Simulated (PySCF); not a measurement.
Exercise with solution: dipole moment from atomic charges

Si(F)(SH)3 (FH3S3Si), SMILES S[Si](S)(S)F. Atoms are numbered in the order given.

```xyz
8

F      0.0000     0.0000     1.8772
Si     0.0000     0.0000     0.2509
S     -1.9040     0.6340    -0.4461
S      1.5010     1.3319    -0.4461
S      0.4030    -1.9659    -0.4461
H     -2.5800    -0.2427     0.3346
H      1.0798     2.3557     0.3346
H      1.5002    -2.1130     0.3346
```

The structure is a stationary point at r2SCAN-D4/def2-SVP. This is a generated structure with no PubChem entry under its InChIKey; it may be hypothetical. One conformer was computed; it need not be the lowest.

Charges (e) from M06-2X/def2-TZVP (PySCF):

```
atom  ESP fit  Mulliken
----  -------  --------
F1     -0.268    -0.322
Si2     0.343     0.591
S3     -0.238    -0.267
S4     -0.238    -0.267
S5     -0.235    -0.267
H6      0.213     0.177
H7      0.213     0.177
H8      0.212     0.177
```

The dipole moment of the full density is 0.41 D.

### Question
What dipole moment does each set of point charges give, and which comes closer to that of the density?

### Answer

μ = Σ q r, and 1 e Å = 4.8032 D.
ESP fit: Σ q r = (0.000, -0.004, 0.114) e Å, |μ| = 0.55 D.
Mulliken: Σ q r = (0.000, 0.000, 0.079) e Å, |μ| = 0.38 D.
Mulliken comes closer in size. Point charges leave out the atoms' own dipoles (lone pairs, polarised bonds); fits to the potential absorb them, partitions of the density don't.
